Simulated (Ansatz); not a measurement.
Species: sum formula AlBrF2, charge 0, multiplicity 1. 
Coordinates optimised at B3LYP-D3(BJ)/def2-TZVP (Ansatz, a first-principles code):
```
Al
F 1 1.6368
F 1 1.6368 2 118.71
Br 1 2.2248 2 120.65 3 -180.00
```
Charge 0, spin multiplicity 1.

Wanted: atomisation energy (electronic, to ground-state atoms), in kcal/mol. Correlated levels leave the core frozen unless marked. UHF or UKS for open shells. No spin-orbit coupling. Frozen are the shells of the preceding noble gas and the d and f shells that filled before the atom's block. No relativistic terms. The coupled-cluster limit lacks core correlation, which all-electron functionals hold. Basis-set limits of correlation are two-point, X^-3; Hartree-Fock from the larger set.

| level | program | atomisation energy (kcal/mol) |
|---|---|---|
| PBE0-D4/def2-TZVPD | Ansatz + dftd4 | 364.2 |
| HSE06-D4/def2-TZVPD | Ansatz + dftd4 | 364.4 |
| B2PLYP-D3(BJ)/def2-TZVPD | Ansatz + dftd3 | 368.9 |
| RPA@PBE/def2-QZVPP | Ansatz | ? |
| CCSD(T)/CBS(def2-TZVPPD,def2-QZVPPD) | Ansatz | ? |

What belongs in the gaps?


- RPA@PBE/def2-QZVPP, atomisation energy (kcal/mol): 339.9
- CCSD(T)/CBS(def2-TZVPPD,def2-QZVPPD), atomisation energy (kcal/mol): 376.7
